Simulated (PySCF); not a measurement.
Hydrogen diatomic, H₂, SMILES [H][H], point group D∞h.

Level: mPW1PW91/pcSseg-1 in PySCF (density fitting, grid level 2); geometry and Hessian at that level, cubic constants and property derivatives from steps of ±0.6 along each species' dimensionless normal coordinates, second-order vibrational perturbation theory. The parent has the commonest isotopes.

Equilibrium geometry (Å):

```csv
atom,x,y,z
H1,0.3812,-0.0122,-0.0106
H2,-0.3702,0.0173,-0.0460
```

Q: Give the equilibrium and ground-state rotational constants (MHz) of parent; ²H at 1.

A: 
```
species          Be          B0  harmonic ZPE (cm⁻¹)
 parent  1.7693e+06  1.7265e+06                 2226
²H at 1  1.3273e+06  1.2997e+06                 1928
```

Q: And its quartic centrifugal distortion constants from the harmonic force field?

A: Linear top: D = 1.24e+06 kHz.
